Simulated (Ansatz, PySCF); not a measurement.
Gas-phase reaction in SMILES: CB(C)N [[amino(methyl)boranyl]methane] → [CH2]B(C)N + H atom (the C-H bond at the site shown breaks; other sites are not compared here)
Structures are relaxed separately at B3LYP-D3(BJ)/def2-TZVP in Ansatz (a program for electronic structure), one conformer each, not searched for the lowest.
Geometry of the first species:
```xyz
12

B     -0.0174     0.0500    -0.0002
C      1.5368    -0.2365    -0.0033
C     -1.0582    -1.1392     0.0088
N     -0.4775     1.3726    -0.0054
H      1.8221    -0.8299     0.8713
H      1.8170    -0.8386    -0.8737
H      2.1570     0.6634    -0.0096
H     -2.1030    -0.8186     0.0102
H     -0.9115    -1.7877    -0.8610
H     -0.9064    -1.7791     0.8840
H      0.1368     2.1701    -0.0112
H     -1.4541     1.6167    -0.0038
```
Charge 0, spin multiplicity 1.

Wanted: bond dissociation energy (electronic energy difference), in kJ/mol. Cores are frozen in the correlated levels unless marked. UHF or UKS for open shells. Spin-orbit coupling is left out. No relativistic terms. CBS(X,Y): correlation extrapolated as X^-3; Hartree-Fock from the larger set. [CCSD(T)-MP2]/basis is that difference in the basis named.

```tsv
level	program	bond dissociation energy (kJ/mol)	minus last row
HF/STO-3G	Ansatz	445.1	6.2
HF/aug-cc-pVDZ	Ansatz	322.2	-116.7
HF-D4/def2-TZVPD	PySCF + dftd4	329.1	-109.8
BLYP-D3(BJ)/def2-TZVPD	Ansatz + dftd3	419.3	-19.6
BLYP/def2-TZVPD	Ansatz	416.4	-22.5
r2SCAN/def2-TZVPD	Ansatz	414.6	-24.3
r2SCAN-D4/def2-TZVPD	Ansatz + dftd4	415.0	-23.9
PBE0/def2-SVP	Ansatz	422.5	-16.4
PBE0-D4/def2-TZVPD	Ansatz + dftd4	421.4	-17.5
PBE0/def2-QZVPP	Ansatz	421.0	-17.9
TPSSh-D3(BJ)/def2-TZVPD	PySCF + dftd3	425.0	-13.9
TPSSh-D4/def2-TZVPD	PySCF + dftd4	425.0	-13.9
B2PLYP/def2-TZVPD	Ansatz	425.0	-13.9
MP2/6-31G*	Ansatz	402.8	-36.1
MP2/aug-cc-pVDZ	Ansatz	416.8	-22.1
SCS-MP2/6-31G	Ansatz	391.7	-47.2
SCS-MP2/6-31G*	Ansatz	405.1	-33.8
CCSD/STO-3G	Ansatz	495.1	56.2
CCSD(T)/6-31G*	Ansatz	403.4	-35.5
RI-MP2/CBS(cc-pVTZ,cc-pVQZ)+[CCSD(T)-MP2]/cc-pVDZ	Ansatz	440.5	1.6
RI-MP2/CBS(cc-pVTZ,cc-pVQZ)+[CCSD(T)-MP2]/cc-pVTZ	Ansatz	438.9	0.0
```
